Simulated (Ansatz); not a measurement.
Computed with Ansatz on PBE0-D4/def2-TZVP structures; ΔE is electronic, products minus reactants. CCSD(T)/CBS adds triple-zeta CCSD(T) − MP2 to the extrapolated MP2 energy (def2 sets, frozen cores). Functionals use def2-TZVPP. B3LYP here is the variant with VWN-RPA as its local correlation; programs differ in this. Each species was taken in one conformer, which may not be the lowest.

Consider the ligand exchange at the Al–C bond: `C=C=[C]([AlH2])[SiH3]` + `C=CCO` → `C=CC[O][AlH2]` + `C=C=C[SiH3]`.

`C=C=[C]([AlH2])[SiH3]`:

```xyz
12

C     1.083    0.573   -2.050
C     0.467    0.247   -0.948
C    -0.166   -0.087    0.141
Al   -1.868   -0.972   -0.164
Si    0.572    0.290    1.806
H     0.919    1.538   -2.516
H     1.778   -0.112   -2.522
H    -2.728   -1.427    1.089
H    -2.342   -1.210   -1.654
H     1.870    0.998    1.662
H     0.781   -0.974    2.563
H    -0.366    1.135    2.592
```

`C=CCO`:

Z-matrix (Å, degrees):
```
C
C 1 1.492
O 1 1.415 2 112.1
H 1 1.099 2 109.9 3 -124.6
H 1 1.094 2 110.3 3 117.1
C 2 1.326 1 124.1 3 122.6
H 2 1.088 1 115.7 3 -56.1
H 3 0.961 1 107.6 2 -55.7
H 6 1.086 2 121.2 1 0.9
H 6 1.084 2 121.9 1 -179.7
```

`C=CC[O][AlH2]`:

Z-matrix (Å, degrees):
```
C
C 1 1.493
O 1 1.404 2 110.8
H 1 1.098 2 109.5 3 -119.0
H 1 1.099 2 109.4 3 123.7
C 2 1.325 1 124.2 3 -126.2
H 2 1.088 1 115.4 3 53.5
Al 3 1.690 1 132.0 2 102.6
H 6 1.084 2 121.8 1 -179.3
H 6 1.086 2 121.3 1 0.4
H 8 1.585 3 118.7 1 6.5
H 8 1.577 3 116.2 1 -174.8
```

`C=C=C[SiH3]`:

Cartesian coordinates in Å:
```
C -0.462 0.229 2.134
C 0.139 -0.122 1.036
C 0.710 -0.454 -0.085
Si -0.003 0.057 -1.726
H -1.219 -0.404 2.584
H -0.215 1.159 2.634
H 1.625 -1.044 -0.050
H -0.330 -1.142 -2.544
H 0.986 0.867 -2.488
H -1.232 0.855 -1.495
```

```json
{"level": "B3LYP-D4", "ΔE (kcal/mol)": "-23.6", "difference from CCSD(T)/CBS": "-0.8"}
{"level": "B2PLYP", "ΔE (kcal/mol)": "-23.9", "difference from CCSD(T)/CBS": "-1.1"}
{"level": "PBE", "ΔE (kcal/mol)": "-21.2", "difference from CCSD(T)/CBS": "1.6"}
{"level": "r2SCAN", "ΔE (kcal/mol)": "-22.5", "difference from CCSD(T)/CBS": "0.3"}
{"level": "HF/def2-TZVPP", "ΔE (kcal/mol)": "-25.2", "difference from CCSD(T)/CBS": "-2.4"}
{"level": "MP2/def2-TZVPP", "ΔE (kcal/mol)": "-22.1", "difference from CCSD(T)/CBS": "0.7"}
{"level": "CCSD/def2-TZVPP", "ΔE (kcal/mol)": "-23.6", "difference from CCSD(T)/CBS": "-0.8"}
{"level": "CCSD(T)/def2-TZVPP", "ΔE (kcal/mol)": "-23.0", "difference from CCSD(T)/CBS": "-0.2"}
{"level": "HF/def2-QZVPP", "ΔE (kcal/mol)": "-25.4", "difference from CCSD(T)/CBS": "-2.6"}
{"level": "SCS-MP2/def2-QZVPP", "ΔE (kcal/mol)": "-23.2", "difference from CCSD(T)/CBS": "-0.4"}
{"level": "CCSD(T)/CBS", "ΔE (kcal/mol)": "-22.8", "difference from CCSD(T)/CBS": "0"}
```

Largest T1 diagnostic among the species: 0.013.

In def2-TZVPP, CCSD(T) changes the Hartree–Fock value by +2.2 kcal/mol (the triples alone add +0.7 kcal/mol) and MP2 by +3.2 kcal/mol. The D4 term adds +0.8 kcal/mol with B3LYP and +0.4 kcal/mol with PBE0; it sums over pairs of atoms, weighted by their polarisabilities, and B3LYP, whose exchange is more repulsive, gets the larger term.
